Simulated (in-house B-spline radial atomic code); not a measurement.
A fraction x of an electron is removed from 3d in neutral arsenic, starting from [Ar] 3d10 4s2 4p3 and keeping the highest spin. Level of theory: scalar-relativistic (X2C) PBE0, spin-polarised, spherical fractional occupations, Fermi nucleus of rms radius 4.0968 fm; calculated with a radial B-spline atomic code at the basis-set limit.

Caution: exact exchange at fractional occupations of open shells leaves self-interaction of up to several eV.

```json
{"x": "0", "E(x) - E(0) (eV)": "0.0000", "3d down level (eV)": "-44.332"}
{"x": "0.05", "E(x) - E(0) (eV)": "2.2380", "3d down level (eV)": "-45.188"}
{"x": "0.23", "E(x) - E(0) (eV)": "?", "3d down level (eV)": "?"}
{"x": "0.27", "E(x) - E(0) (eV)": "12.6028", "3d down level (eV)": "-49.066"}
{"x": "0.48", "E(x) - E(0) (eV)": "23.3087", "3d down level (eV)": "-52.920"}
{"x": "0.5", "E(x) - E(0) (eV)": "?", "3d down level (eV)": "?"}
{"x": "0.61", "E(x) - E(0) (eV)": "30.3474", "3d down level (eV)": "-55.376"}
{"x": "0.65", "E(x) - E(0) (eV)": "32.5777", "3d down level (eV)": "-56.142"}
{"x": "0.81", "E(x) - E(0) (eV)": "41.8084", "3d down level (eV)": "-59.253"}
{"x": "0.97", "E(x) - E(0) (eV)": "51.5427", "3d down level (eV)": "-62.438"}
{"x": "1", "E(x) - E(0) (eV)": "53.4249", "3d down level (eV)": "-63.043"}
```

Q: What belongs in the row x = 0.23?

A: An energy change of 10.6545 eV; 3d down at -48.348 eV.

Q: What belongs in the row x = 0.5?

A: An energy change of 24.3709 eV; 3d down at -53.294 eV.

Q: Check Janak's theorem between x = 0.27 and 0.48.

A: The slope of the energy is 50.98 eV; the orbital levels give 50.99 eV (-ε of the emptying orbital, averaged over the two points).
